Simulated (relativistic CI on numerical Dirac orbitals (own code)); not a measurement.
# Hyperfine structure of Mo²⁷⁺, mass number 95

Calculated at this level of theory: Dirac-Coulomb-Breit CI, KLI orbitals optimised for each configuration, QED by a radiative potential, unscaled Slater integrals (own radial code, finite nucleus).

CI space (outside the closed core [Ne]): 3s2 3p3, 3s 3p4, 3s2 3p2 3d, 3p5, 3s 3p3 3d, 3p4 3d, 3s 3p2 3d2, 3s2 3p 3d 4p, 3p4 4s, 3s 3p2 3d 4s, 3s2 3p2 4s, 3p4 4p, 3s2 3p 3d2, 3s2 3d3, 3s 3p 3d3, 3s2 3d2 4s, 3p3 3d2, 3p2 3d3, 3p2 3d2 4s, 3s2 3p 3d 4s, 3s 3p 3d2 4s, 3s2 3d 4s2, 3s 3p2 3d 4p, 3s 3p 3d2 4p, 3p2 3d2 4p, 3s 3p 3d 4s 4p. Double excitations out of closed p, d and f shells are left out; levels of such configurations are missing from the list, as are those of other unlisted configurations, and high levels can miss mixing partners.

Nuclear spin I = 5/2, μ = -0.9132 μN, Q = -0.022 b (tables of Stone and Pyykkö). The electronic factors are computed for point nuclear moments, without core polarisation or the Bohr-Weisskopf and QED corrections.

```
          Level  E (cm⁻¹)  A (GHz)   B (GHz)
3s2 3p3 2D°_3/2    156786   -2.672    -0.566
3s2 3p3 2D°_5/2    202203   -20.52  0.000453
3s2 3p3 2P°_1/2    260109   -60.04          
3s2 3p3 2P°_3/2    414517   -11.22      1.32
  3s 3p4 4P_5/2    719310   -42.23    -0.602
  3s 3p4 4P_1/2    829280   -128.9
```

Levels with J = 0, under 50 % of one LS term, or S terms without an open s electron are left out. Small factors come from cancelling terms and can be off by tens of per cent or more.

At this charge energies of transitions that change n are usually good to better than 1 %, and those within a shell (Δn = 0) to a few per cent.

Problem. Give the hyperfine levels of 3s2 3p3 2D°_5/2 relative to its centre of gravity.

Solution. With K = F(F + 1) − I(I + 1) − J(J + 1), E = AK/2 + B[¾K(K + 1) − I(I + 1)J(J + 1)]/[2I(2I − 1)J(2J − 1)]: F = 0: 179.6, F = 1: 159, F = 2: 118, F = 3: 56.43, F = 4: -25.65, F = 5: -128.3 GHz.

LS names give the leading component of a level, which can be under half, so a name can repeat, a term be missing and a line seem to break the LS rules.
